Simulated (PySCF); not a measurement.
**Dipole polarisabilities along group 14**

Calculated with PySCF 2.14 for the ground configurations, without spin-orbit coupling: coupled response for Hartree-Fock and DFT, finite fields for MP2 and CCSD(T), with C 1s2; Si [Ne]; Ge 3s2 3p6 3d10; Sn [Kr] 4d10; Pb 5s2 5p6 5d10 frozen. Mean α in bohr³, C₆ of like pairs in atomic units.

```
                                                      species  α UHF  α PBE  α PBE0  α MP2  α CCSD(T)  α recommended (Schwerdtfeger and Nagle)  C₆ UHF  C₆ PBE  C₆ PBE0
               C [He] 2s2 2p2 (aug-cc-pVQZ, non-relativistic)  11.97  13.47   12.69  11.49      11.75                               11.3 ± 0.4   46.36   54.75    50.80
          Si [Ne] 3s2 3p2 (aug-cc-pV(Q+d)Z, non-relativistic)  38.48  41.76   39.85  37.90      37.55                               37.3 ± 0.7   316.1   343.1    325.6
     Ge [Ar] 3d10 4s2 4p2 (aug-cc-pVQZ-PP with ECP10MDF, ECP)  41.29  46.37   43.54  41.01      41.01                                   40 ± 1   361.4   404.8    378.3
        Sn [Kr] 4d10 5s2 5p2 (aug-cc-pVQZ-DK3, spin-free X2C)  57.17  62.17   58.78  56.91      57.02                                   53 ± 6   633.0   678.3    640.4
Pb [Xe] 4f14 5d10 6s2 6p2 (aug-cc-pVQZ-PP with ECP60MDF, ECP)  62.86  69.83   65.38  62.72      63.03                                   47 ± 3   741.1   813.3    759.8
```

Hartree-Fock lacks correlation. PBE lies above the recommended values here, as self-interaction makes its density too diffuse. MP2 and CCSD(T) carry the error of the frozen core. All values carry a basis error, and heavy open shells lack spin-orbit coupling.
